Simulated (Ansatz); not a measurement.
One change: `C[CH2][AlH][O][SiH3]` becomes `F[CH2][AlH][O][SiH3]`.

Ansatz, PBE0-D4/def2-TZVP geometries, multiplicity 1. Each molecule was computed in one conformer, which needn't be the lowest.

| property | `C[CH2][AlH][O][SiH3]` |
| --- | --- |
| LUMO energy (B3LYP/def2-TZVPP) / eV | -0.91 |
| HOMO–LUMO gap (B3LYP/def2-TZVPP) / eV | 6.44 |
| LUMO energy (ωB97M-V/def2-TZVPP) / eV | 0.85 |
| size of the dipole moment (PBE/def2-TZVPP) / D | 1.20 |
| size of the dipole moment (ωB97M-V/def2-TZVPP) / D | 1.17 |
| size of the dipole moment (B3LYP/def2-TZVPP) / D | 1.16 |

Problem. Give the same properties after the change, and the shifts. (Estimate.)

Solution. Computed: 
```tsv
property	`F[CH2][AlH][O][SiH3]`	shift
LUMO energy (B3LYP/def2-TZVPP) / eV	-1.22	-0.31
HOMO–LUMO gap (B3LYP/def2-TZVPP) / eV	6.44	0.00
LUMO energy (ωB97M-V/def2-TZVPP) / eV	0.57	-0.28
size of the dipole moment (PBE/def2-TZVPP) / D	1.73	0.53
size of the dipole moment (ωB97M-V/def2-TZVPP) / D	1.86	0.69
size of the dipole moment (B3LYP/def2-TZVPP) / D	1.85	0.69
```

Dipoles are sizes alone; their direction can turn.

B3LYP here is the variant with VWN-RPA as its local correlation; programs differ in this.
